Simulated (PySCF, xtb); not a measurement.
sulfuric acid (H2O4S), SMILES OS(=O)(O)=O.

xtb 6.7.1 with GFN2-xTB at its own geometry gives an orbital gap of 8.82 eV and a dipole moment of 3.35 D.

Geometry optimised at B3LYP-D3(BJ)/def2-SVP. One conformer was computed; it need not be the lowest.

Q: What does B3LYP/def2-TZVP in PySCF give? (Estimate from the structure and the level; the computed values follow.)

A: gap 8.90 eV (levels -9.43 and -0.53 eV), dipole 3.08 D.
